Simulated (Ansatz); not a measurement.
Gas-phase reaction in SMILES: C=CC[SiH3] [prop-2-enylsilane] -> C([SiH3])C=[CH] + H atom (the C-H bond breaks)

Property: bond dissociation energy (enthalpy at 298 K), in kcal/mol. Set-up: non-relativistic; open shells spin-unrestricted; frozen cores in correlated levels; no spin-orbit coupling; 6-311+G** with 5d, 6d on Na to Ar in Ansatz (a quantum-chemistry and plane-wave program); six Cartesian d functions in 6-31G* and its kin unless marked 5d; LANL2DZ with its own core potentials from Na on. Ab initio and DFT rows: single points at B3LYP-D3(BJ) geometries (Ansatz), with unscaled harmonic terms from B3LYP/6-31G* (Ansatz) at its own minima. A UHF reference is markedly spin-contaminated in at least one set, which strains HF and MP2.

```csv
level,program,bond dissociation energy (enthalpy at 298 K) (kcal/mol)
MP2/STO-3G,Ansatz,129.9
MP2/3-21G,Ansatz,105.3
MP2/LANL2DZ,Ansatz,104.6
MP2/6-31G*,Ansatz,108.1
MP2/6-311+G**,Ansatz,112.0
```

No value to compare with is used here. The 5 habitual levels span 104.6 (MP2/LANL2DZ) to 129.9 kcal/mol (MP2/STO-3G).

The sets are all those run for this method; left out are runs that failed, that the program found above a lower state of the same kind, or whose <S^2> lies over 0.5 above the pure value.
